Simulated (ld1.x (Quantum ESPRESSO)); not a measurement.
# Reading a pseudo-wave (Sb)

Columns: radius, all-electron u(r) and pseudo u(r) of the 5s shell (level -12.94 eV) of antimony in the configuration [Kr] 4d10 5s1.75 5p3.25; BLYP, scalar-relativistic, TM scheme, ld1.x (Quantum ESPRESSO) 7.5.

| r (bohr) | all-electron | pseudo |
| --- | --- | --- |
| 0.110 | -0.1162 | 0.0171 |
| 0.220 | 0.2337 | 0.0355 |
| 0.330 | 0.1277 | 0.0563 |
| 0.440 | -0.1606 | 0.0811 |
| 0.550 | -0.3475 | 0.1114 |
| 0.660 | -0.3730 | 0.1490 |
| 0.770 | -0.2755 | 0.1954 |
| 0.880 | -0.1122 | 0.2520 |
| 0.990 | 0.0714 | 0.3190 |
| 1.100 | 0.2473 | 0.3950 |
| 1.210 | 0.4008 | 0.4764 |
| 1.320 | 0.5260 | 0.5578 |
| 1.430 | 0.6221 | 0.6322 |
| 1.540 | 0.6913 | 0.6933 |
| 1.650 | 0.7366 | 0.7368 |
| 1.760 | 0.7619 | 0.7619 |
| 1.870 | 0.7708 | 0.7708 |
| 1.980 | 0.7665 | 0.7665 |
| 2.090 | 0.7519 | 0.7519 |
| 2.200 | 0.7296 | 0.7296 |
| 2.310 | 0.7015 | 0.7015 |
| 2.420 | 0.6694 | 0.6694 |
| 2.530 | 0.6347 | 0.6347 |
| 2.640 | 0.5986 | 0.5986 |
| 2.750 | 0.5620 | 0.5620 |
| 2.860 | 0.5254 | 0.5254 |

(1) How many radial nodes do the two functions have?

(2) At about which radius was the pseudo-wave matched?

(3) Is the pseudo-wave norm-conserving?

Answers

(1) The all-electron 5s function has n − l − 1 = 4 (the table is too coarse to show those close to the nucleus); the pseudo-wave has 0, since the states of the same l below it are removed with the core.

(2) 1.80 bohr. The columns agree to 0.0005 from 1.65 bohr on; several derivatives are matched, so the curves merge somewhat inside the radius.

(3) Yes: the TM scheme keeps the norm inside the radius equal to the all-electron one, which fixes the energy derivative of the logarithmic derivative at the level.
